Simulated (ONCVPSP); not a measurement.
u(r) = r·R(r): atom against pseudo-atom (Pb)

Columns: radius, all-electron u(r) and pseudo u(r) of the 5p shell (level -85.84 eV) of lead in the configuration [Kr] 4d10 4f14 5s2 5p6 5d10 6s2 6p2; PBE, scalar-relativistic, ONCV scheme, ONCVPSP 4.0.1.

```tsv
r (bohr)	all-electron	pseudo
0.088	0.2285	0.0310
0.175	0.2199	0.1185
0.262	-0.4877	0.2523
0.350	-0.6336	0.4187
0.438	-0.2747	0.5976
0.525	0.2303	0.7676
0.612	0.6740	0.9144
0.700	0.9826	1.0262
0.788	1.1489	1.0938
0.875	1.2003	1.1151
0.962	1.1722	1.0943
1.050	1.0936	1.0378
1.138	0.9880	0.9552
1.225	0.8733	0.8577
1.312	0.7589	0.7534
1.400	0.6496	0.6486
1.487	0.5514	0.5513
1.575	0.4633	0.4632
1.662	0.3876	0.3875
1.750	0.3218	0.3217
1.838	0.2660	0.2659
1.925	0.2196	0.2195
2.012	0.1807	0.1806
2.100	0.1480	0.1480
2.188	0.1210	0.1209
2.275	0.0989	0.0989
```

Q: How many radial nodes do the two functions have?

A: The all-electron 5p function has n − l − 1 = 3 (the table is too coarse to show those close to the nucleus); the pseudo-wave has 0, since the states of the same l below it are removed with the core.

Q: At about which radius was the pseudo-wave matched?

A: 1.50 bohr, where the columns begin to agree (steps of 0.09 bohr).

Q: Is the pseudo-wave norm-conserving?

A: Yes: the ONCV scheme keeps the norm inside the radius equal to the all-electron one, which fixes the energy derivative of the logarithmic derivative at the level.
